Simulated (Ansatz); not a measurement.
`[NH2][SnH2][CH2]O` and `O[CH2][SnH3]` differ in one atom or group.

Ansatz, PBE0-D4/def2-TZVP geometries, multiplicity 1. Each molecule was computed in one conformer, which needn't be the lowest.

Elements past krypton have def2 core potentials.

```csv
property,`[NH2][SnH2][CH2]O`
"ideal-gas entropy at 298 K and 1 bar (rigid rotor, harmonic PBE0-D4/def2-TZVP) / J/(mol·K)",365
zero-point energy (PBE0-D4/def2-TZVP) / kJ/mol,210.5
LUMO energy (PBE0/def2-TZVPP) / eV,-0.13
LUMO energy (B3LYP/def2-TZVPP) / eV,-0.43
HOMO–LUMO gap (PBE/def2-TZVPP) / eV,4.39
HOMO–LUMO gap (ωB97M-V/def2-TZVPP) / eV,10.15
```

(1) What does the change do to each property? (An estimate is asked.)

Answers

(1) The calculation gave: 
```tsv
property	`O[CH2][SnH3]`	shift
ideal-gas entropy at 298 K and 1 bar (rigid rotor, harmonic PBE0-D4/def2-TZVP) / J/(mol·K)	323	-42
zero-point energy (PBE0-D4/def2-TZVP) / kJ/mol	161.3	-49.2
LUMO energy (PBE0/def2-TZVPP) / eV	0.13	0.26
LUMO energy (B3LYP/def2-TZVPP) / eV	-0.14	0.29
HOMO–LUMO gap (PBE/def2-TZVPP) / eV	5.17	0.78
HOMO–LUMO gap (ωB97M-V/def2-TZVPP) / eV	10.79	0.64
```

With PBE0 the HOMO falls by 0.48 eV and the LUMO rises by 0.26 eV, so the gap widens by about 0.74 eV. PBE moves the HOMO by -0.48 eV and ωB97M-V by -0.47 eV. The zero-point energy changes by -49.2 kJ/mol with -6 modes. Modes under 60 cm⁻¹, often nearly free rotors, make the harmonic entropy too high.

Positive LUMOs are unbound, so they and the gaps depend on the basis.

B3LYP here is the variant with VWN-RPA as its local correlation; programs differ in this.
